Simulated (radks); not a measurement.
Initial-state core-level shifts of neutral praseodymium when its valence configuration changes from [Xe] 4f3 6s2. Method: Dirac Kohn-Sham, LDA (Slater exchange, Perdew-Wang correlation), spin-unpolarised, spherical densities, finite nucleus; open shells are shared between the two j in proportion to 2j + 1; Fermi nuclear charge, rms radius 4.8919 fm; computed with a radial shooting solver on a logarithmic mesh with Libxc functionals. Shifts are changes of the shell-averaged eigenvalues in eV (positive: less bound); the change of the density at the nucleus, which sets a Mossbauer isomer shift, is in e/bohr^3, on a base of 4.152e+05.

valence	1s	2p	3p	4s	density at nucleus
4f3 6p2	-2.226	-2.198	-2.162	-2.181	-34.15
4f3 6s1 6p1	-1.154	-1.140	-1.121	-1.130	-15.83
4f2 6s1 6p2	-10.103	-10.668	-11.635	-11.123	+14.56
4f3 5d1 6s1	+0.987	+1.035	+0.978	+1.003	-19.25
4f2 6s2 6p1	-8.992	-9.562	-10.531	-10.020	+35.97
4f2.5 5d0.5 6s2	-2.725	-2.940	-3.395	-3.192	+11.66
4f2 5d1 6s2	-5.894	-6.370	-7.382	-6.883	+25.28
